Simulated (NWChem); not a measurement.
Everything below was run with NWChem. System: H₅AlOSi, charge 0, spin multiplicity 1, at a geometry optimised with PBE0/def2-SVP. The structure started from a generated list of species. Level: PBE/aug-cc-pVDZ.

The NWChem input:

```
start mol
memory heap 200 mb stack 900 mb global 1100 mb
geometry units angstroms nocenter noautoz noautosym
  Al    -0.306186     0.307351     1.709995
  H     -1.773741     0.733854     2.123425
  H      0.887486     0.136643     2.735573
  O      0.007388     0.014388     0.065183
  Si     0.268065    -0.276890    -1.535144
  H      1.050920     0.843407    -2.139923
  H     -1.030213    -0.399979    -2.266021
  H      1.033945    -1.548134    -1.712448
end
basis spherical
  * library aug-cc-pvdz
end
dft
  xc xpbe96 cpbe96
  semidirect memsize 60000000 filesize 0
  iterations 100
end
task dft energy
```

NWChem printed:

```
             Northwest Computational Chemistry Package (NWChem) 7.3.0
             --------------------------------------------------------

                                NWChem Input Module
                                -------------------

 Scaling coordinates for geometry "geometry" by  1.889725989
 (inverse scale =  0.529177249)

                             Geometry "geometry" -> ""
                             -------------------------

 Output coordinates in angstroms (scale by  1.889725989 to convert to a.u.)

  No.       Tag          Charge          X              Y              Z
 ---- ---------------- ---------- -------------- -------------- --------------
    1 Al                  13.0000    -0.30618600     0.30735100     1.70999500
    2 H                    1.0000    -1.77374100     0.73385400     2.12342500
    3 H                    1.0000     0.88748600     0.13664300     2.73557300
    4 O                    8.0000     0.00738800     0.01438800     0.06518300
    5 Si                  14.0000     0.26806500    -0.27689000    -1.53514400
    6 H                    1.0000     1.05092000     0.84340700    -2.13992300
    7 H                    1.0000    -1.03021300    -0.39997900    -2.26602100
    8 H                    1.0000     1.03394500    -1.54813400    -1.71244800

 Effective nuclear repulsion energy (a.u.)     138.5435718597

            Nuclear Dipole moment (a.u.)
            ----------------------------
        X                 Y               Z
 ---------------- ---------------- ----------------
    -0.0000132281    -0.0000037795    -0.0000207870


 Summary of "ao basis" -> "" (spherical)
 ------------------------------------------------------------------------------
       Tag                 Description            Shells   Functions and Types
 ---------------- ------------------------------  ------  ---------------------
 *                        aug-cc-pvdz                 on all atoms

  pbe96 is a nonlocal functional; adding pw91lda local functional.

                                 NWChem DFT Module
                                 -----------------

 Summary of "ao basis" -> "ao basis" (spherical)
 ------------------------------------------------------------------------------
       Tag                 Description            Shells   Functions and Types
 ---------------- ------------------------------  ------  ---------------------
 Al                       aug-cc-pvdz               11       27   5s4p2d
 H                        aug-cc-pvdz                5        9   3s2p
 O                        aug-cc-pvdz                9       23   4s3p2d
 Si                       aug-cc-pvdz               11       27   5s4p2d

 Summary of "ao basis" -> "ao basis" (spherical)
 ------------------------------------------------------------------------------
       Tag                 Description            Shells   Functions and Types
 ---------------- ------------------------------  ------  ---------------------
 Al                       aug-cc-pvdz               11       27   5s4p2d
 H                        aug-cc-pvdz                5        9   3s2p
 O                        aug-cc-pvdz                9       23   4s3p2d
 Si                       aug-cc-pvdz               11       27   5s4p2d

            General Information
            -------------------
          SCF calculation type: DFT
          Wavefunction type:  closed shell.
          No. of atoms     :     8
          No. of electrons :    40
           Alpha electrons :    20
            Beta electrons :    20
          Charge           :     0
          Spin multiplicity:     1
          Use of symmetry is: off; symmetry adaption is: off
          Maximum number of iterations: 100
          AO basis - number of functions:   122
                     number of shells:    56
          Convergence on energy requested:  1.00D-06
          Convergence on density requested:  1.00D-05
          Convergence on gradient requested:  5.00D-04

              XC Information
              --------------
          PerdewBurkeErnzerhof Exchange Functional  1.000
            Perdew 1991 LDA Correlation Functional  1.000 local
           PerdewBurkeErnz. Correlation Functional  1.000 non-local

             Grid Information
             ----------------
          Grid used for XC integration:  medium
          Radial quadrature: Mura-Knowles
          Angular quadrature: Lebedev.
          Tag              B.-S. Rad. Rad. Pts. Rad. Cut. Ang. Pts.
          ---              ---------- --------- --------- ---------
          Al                  1.25       88          16.0       590
          H                   0.35       45          18.0       434
          O                   0.60       49          12.0       434
          Si                  1.10       88          17.0       590
          Grid pruning is: on
          Number of quadrature shells:   450
          Spatial weights used:  Erf1

          Convergence Information
          -----------------------
          Convergence aids based upon iterative change in
          total energy or number of iterations.
          Levelshifting, if invoked, occurs when the
          HOMO/LUMO gap drops below (HL_TOL):  1.00D-02
          DIIS, if invoked, will attempt to extrapolate
          using up to (NFOCK): 10 stored Fock matrices.

                    Damping( 0%)  Levelshifting(0.5)       DIIS
                  --------------- ------------------- ---------------
          dE  on:    start            ASAP                start
          dE off:    2 iters        100 iters           100 iters

      Screening Tolerance Information
      -------------------------------
          Density screening/tol_rho:  1.00D-10
          AO Gaussian exp screening on grid/accAOfunc:  14
          CD Gaussian exp screening on grid/accCDfunc:  20
          XC Gaussian exp screening on grid/accXCfunc:  20
          Schwarz screening/accCoul:  1.00D-08

      Superposition of Atomic Density Guess
      -------------------------------------

 Sum of atomic energies:        -607.97432183

      Non-variational initial energy
      ------------------------------

 Total energy =    -608.619683
 1-e energy   =   -1117.944557
 2-e energy   =     370.781302
 HOMO         =      -0.530887
 LUMO         =      -0.474956

------------------------------------------------------------
EAF file 0: "./mol.aoints.0" size=524288 bytes
------------------------------------------------------------
               write      read    awrite     aread      wait
               -----      ----    ------     -----      ----
     calls:        1         0         0         0         0
   data(b): 5.24e+05  0.00e+00  0.00e+00  0.00e+00
   time(s): 0.00e+00  0.00e+00  0.00e+00  0.00e+00  0.00e+00
rate(mb/s): 0.00e+00  0.00e+00
------------------------------------------------------------

 Grid integrated density:      40.000478019083
 Requested integration accuracy:   0.10E-05

   convergence    iter        energy       DeltaE   RMS-Dens  Diis-err    time
 ---------------- ----- ----------------- --------- --------- ---------  ------
 d= 0,ls=0.0,diis     1   -603.9191995639 -7.42D+02  7.47D+01  2.97D+00     5.4
 d= 0,ls=0.0,diis     2   -609.4311342849 -5.51D+00  2.04D-02  1.78D+00     6.0
 d= 0,ls=0.0,diis     3   -609.8001025730 -3.69D-01  5.62D-03  1.28D-01     6.7
 d= 0,ls=0.0,diis     4   -609.8183136248 -1.82D-02  2.31D-03  7.73D-02     7.4
 d= 0,ls=0.0,diis     5   -609.8226773063 -4.36D-03  1.25D-03  4.58D-02     8.1
  Resetting Diis
 d= 0,ls=0.0,diis     6   -609.8270932272 -4.42D-03  2.03D-04  8.24D-04     8.8
 d= 0,ls=0.0,diis     7   -609.8271932596 -1.00D-04  3.64D-05  4.72D-06     9.5
 d= 0,ls=0.0,diis     8   -609.8271937149 -4.55D-07  1.71D-05  2.90D-06    10.2
 d= 0,ls=0.0,diis     9   -609.8271940765 -3.62D-07  5.59D-06  1.37D-06    10.9

         Total DFT energy =     -609.827194076458
      One electron energy =    -1120.592751107520
           Coulomb energy =      421.866601817901
    Exchange-Corr. energy =      -49.644616646513
 Nuclear repulsion energy =      138.543571859674

 Numeric. integr. density =       39.999992606816

     Total iterative time =      9.5s

                       DFT Final Molecular Orbital Analysis
                       ------------------------------------

 Vector   18  Occ=2.000000D+00  E=-2.842549D-01
              MO Center= -2.3D-01, -2.7D-02,  3.7D-01, r^2= 6.3D+00
   Bfn.  Coefficient  Atom+Function         Bfn.  Coefficient  Atom+Function
  ----- ------------  ---------------      ----- ------------  ---------------
    80      0.293883  5 Si px                 9     -0.258661  1 Al px
   105     -0.239342  7 H  s                 37     -0.223297  3 H  s
    28      0.220953  2 H  s                 50     -0.200971  4 O  px
    77      0.189461  5 Si px               114      0.171794  8 H  s
    56     -0.150197  4 O  px                53     -0.145768  4 O  px

 Vector   19  Occ=2.000000D+00  E=-2.718537D-01
              MO Center=  4.3D-01, -4.1D-02, -9.9D-01, r^2= 2.9D+00
   Bfn.  Coefficient  Atom+Function         Bfn.  Coefficient  Atom+Function
  ----- ------------  ---------------      ----- ------------  ---------------
    51      0.401517  4 O  py                81     -0.339716  5 Si py
    96     -0.292661  6 H  s                 54      0.286472  4 O  py
   114      0.218607  8 H  s                 78     -0.203108  5 Si py
    57      0.192478  4 O  py                50      0.103026  4 O  px
    10      0.095257  1 Al py                80     -0.087218  5 Si px

 Vector   20  Occ=2.000000D+00  E=-2.506259D-01
              MO Center= -2.3D-01,  7.8D-02,  7.1D-01, r^2= 5.0D+00
   Bfn.  Coefficient  Atom+Function         Bfn.  Coefficient  Atom+Function
  ----- ------------  ---------------      ----- ------------  ---------------
    50      0.376799  4 O  px                53      0.261988  4 O  px
    28      0.236630  2 H  s                 37     -0.234332  3 H  s
   105      0.182629  7 H  s                  9     -0.178699  1 Al px
    80     -0.163544  5 Si px                12     -0.155170  1 Al px
   114     -0.130432  8 H  s                 21      0.101365  1 Al d  1

 Vector   21  Occ=0.000000D+00  E=-7.532880D-02
              MO Center= -3.3D-01,  3.4D-01,  1.9D+00, r^2= 4.5D+00
   Bfn.  Coefficient  Atom+Function         Bfn.  Coefficient  Atom+Function
  ----- ------------  ---------------      ----- ------------  ---------------
    13      0.576799  1 Al py                10      0.432488  1 Al py
    51     -0.165557  4 O  py                12      0.147273  1 Al px
    54     -0.131682  4 O  py                16      0.123515  1 Al py
    57     -0.111045  4 O  py                 9      0.110102  1 Al px
    14     -0.076971  1 Al pz                11     -0.056609  1 Al pz

 Vector   22  Occ=0.000000D+00  E=-4.134755D-02
              MO Center= -7.5D-04, -1.6D-02, -3.3D-02, r^2= 8.3D+00
   Bfn.  Coefficient  Atom+Function         Bfn.  Coefficient  Atom+Function
  ----- ------------  ---------------      ----- ------------  ---------------
     4      0.942786  1 Al s                 49     -0.725181  4 O  s
     5      0.590285  1 Al s                 14     -0.558192  1 Al pz
    73     -0.526192  5 Si s                 48     -0.367215  4 O  s
    58     -0.357564  4 O  pz                85      0.313250  5 Si pz
    30     -0.244841  2 H  s                 39     -0.240597  3 H  s

 Vector   23  Occ=0.000000D+00  E=-1.055562D-02
              MO Center=  2.8D-01, -2.9D-01, -1.7D+00, r^2= 1.6D+01
   Bfn.  Coefficient  Atom+Function         Bfn.  Coefficient  Atom+Function
  ----- ------------  ---------------      ----- ------------  ---------------
    73      2.928570  5 Si s                107     -1.093570  7 H  s
   116     -1.052210  8 H  s                 98     -1.012710  6 H  s
    58      0.768518  4 O  pz                72      0.706754  5 Si s
     5     -0.603524  1 Al s                 82      0.379909  5 Si pz
    14      0.377681  1 Al pz                49     -0.358737  4 O  s

 center of mass
 --------------
 x =  -0.01178333 y =   0.01343738 z =   0.07368245

 moments of inertia (a.u.)
 ------------------
         636.224678260155          21.801038210410         102.350298763160
          21.801038210410         647.702544251318        -106.346914746923
         102.350298763160        -106.346914746923          72.531570408086

     Multipole analysis of the density
     ---------------------------------

     L   x y z        total         alpha         beta         nuclear
     -   - - -        -----         -----         ----         -------
     0   0 0 0     -0.000000    -20.000000    -20.000000     40.000000

     1   1 0 0     -0.027052     -0.013519     -0.013519     -0.000013
     1   0 1 0      0.028210      0.014107      0.014107     -0.000004
     1   0 0 1      0.147010      0.073515      0.073515     -0.000021

     2   2 0 0    -27.770940    -30.658422    -30.658422     33.545904
     2   1 1 0      0.957090      7.164194      7.164194    -13.371297
     2   1 0 1     -0.419480     27.622249     27.622249    -55.663977
     2   0 2 0    -24.073603    -22.979078    -22.979078     21.884553
     2   0 1 1     -0.259568    -29.547380    -29.547380     58.835193
     2   0 0 2    -26.532478   -184.104707   -184.104707    341.676937

 Task  times  cpu:       10.9s     wall:       10.9s

 Total times  cpu:       10.9s     wall:       10.9s
```
